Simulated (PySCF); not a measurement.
H8N2Si2, SMILES [SiH](N)(N)[SiH3].

Geometry: ωB97X-D3(BJ)/def2-SVP. The values are those of a single conformer.

Calculation: SMD-ωB97X/def2-SVP run with PySCF.

Solvation free energies are E(SMD) − E(gas) at the gas-phase geometry, for 1 M in both phases. In vacuum the dipole moment is 1.34 D.

Question: Rank water, methanol, 1-octanol by solvation free energy, most negative first.

Answer: methanol (-4.0 kcal/mol), 1-octanol (-3.0 kcal/mol), water (-0.6 kcal/mol)
